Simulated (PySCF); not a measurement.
Spectrum to structure. Theory: TDDFT CAM-B3LYP/def2-SVPD, vertical, gas phase, core orbitals frozen in the response in PySCF. Geometries: PBE0-D3(BJ)/def2-SVP, one conformer each.

```csv
state,ν̃ (cm⁻¹),f,"main configurations (H = HOMO, L = LUMO)"
S1,62030,0.026,H→L (84%)
S2,64350,0.018,"H-1→L (71%), H→L+1 (10%), H-1→L+1 (9%)"
S3,67900,0.0049,"H→L+1 (50%), H→L+3 (12%), H→L+4 (9%)"
S4,69100,0.040,"H→L+3 (62%), H→L+5 (12%), H→L+1 (9%)"
S5,69660,0.025,"H→L+2 (67%), H→L+4 (9%)"
S6,70610,0.032,"H-1→L+2 (31%), H-1→L+4 (23%), H→L+4 (16%)"
S7,72350,0.027,"H-1→L+3 (31%), H-1→L+1 (28%), H→L+5 (9%)"
S8,72620,0.0054,"H→L+4 (27%), H→L+6 (13%), H→L+1 (13%)"
S9,73760,0.021,"H-1→L+3 (25%), H-1→L+2 (15%), H-1→L+1 (12%)"
S10,74490,0.0012,"H-1→L+4 (48%), H-1→L+2 (20%)"
```

Question: Which structure fits?
A. `C#Cc1ccco1`
B. `[SiH2](C(OC)=O)O[SiH3]`
C. `COC(OC)C(F)F`

Answer: C. Its S1, at 7.69 eV, is the highest among the candidates; the nearest of the others has S1 at 5.19 eV. S1 is HOMO→LUMO (84%). Löwdin shares by element: HOMO oxygen 54%, carbon 18% or more (atoms not listed hold the other 28%); LUMO carbon 31% or more, hydrogen 17% or more (atoms not listed hold the other 52%). At the same level the other candidates give, for their lowest levels:
- `C#Cc1ccco1`: 5.19 eV (f 0.366); 5.48 eV (f 0.000); 5.96 eV (f 0.000); 6.40 eV (f 0.010); 6.55 eV (f 0.002); T1 3.32 eV; HOMO -7.72, LUMO 0.19 eV
- `COC(=O)[SiH2]O[SiH3]`: 5.18 eV (f 0.004); 7.06 eV (f 0.022); 7.39 eV (f 0.002); 7.52 eV (f 0.015); 7.53 eV (f 0.043); T1 4.50 eV; HOMO -9.34, LUMO 0.41 eV

Shape of the structure used: `[CH3:1][O:2][CH:3]([O:4][CH3:5])[CH:6]([F:7])[F:8]`: C1–O2–C3–O4 63°, O2–C3–O4–C5 -156°, O2–C3–C6–F7 168°.
Triplets come from the Tamm–Dancoff approximation.

Without π bonds the low states are Rydberg-like; a valence basis with one diffuse set may place them up to an eV too high.
